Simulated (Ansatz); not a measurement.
The first iterations of a band of ClFGeH2 (5 atoms, charge 0, multiplicity 1).

The calculation used RKS B3LYP-D4/def2-TZVP in Ansatz.

```
movable images  : 5
climbing image  : yes
spring          : 2.0 to 10.0 eV/Å², energy-weighted
optimiser       : quadratic models (default)
start path      : through a guess of the saddle point
force threshold : 0.03 eV/Å
iteration limit : 60
end points      : relaxed
```

First end point:

```xyz
5
Properties=species:S:1:pos:R:3
Ge 0.181 0.021 0.228
H 0.208 -0.068 1.755
F 1.836 -0.020 -0.312
H -0.461 1.260 -0.398
Cl -0.764 -1.741 -0.565
```

Last end point:

```xyz
5
Properties=species:S:1:pos:R:3
Ge -0.791 0.615 0.539
H 1.314 -0.810 0.439
F 1.545 0.035 0.795
H -0.356 1.172 -0.898
Cl -0.713 -1.558 -0.166
```

| iteration | highest image above the first end (eV) | largest band force component (eV/Å) |
| --- | --- | --- |
| 1 | 4.870 | 21.439 |
| 2 | 2.874 | 2.431 |
| 3 | 2.600 | 1.206 |

Question: Does the band converge within its limit, and where does its top end?

Answer: The forces met the threshold. It ended after 10 iterations with the highest image 2.542 eV above the first end. Neighbouring images differ by up to 1.7 eV, so the band resolves the path poorly. Another band between the same ends (5 images) ends at a top of the same energy, where a vibrational analysis finds 1 clearly imaginary mode. The orbitals stay closed-shell, which can raise the energy where a bond breaks towards radicals; this wasn't checked here.

Run time: 58 s on 4 threads of Arm Neoverse V2 (shared host), peak memory 0.27 GiB.
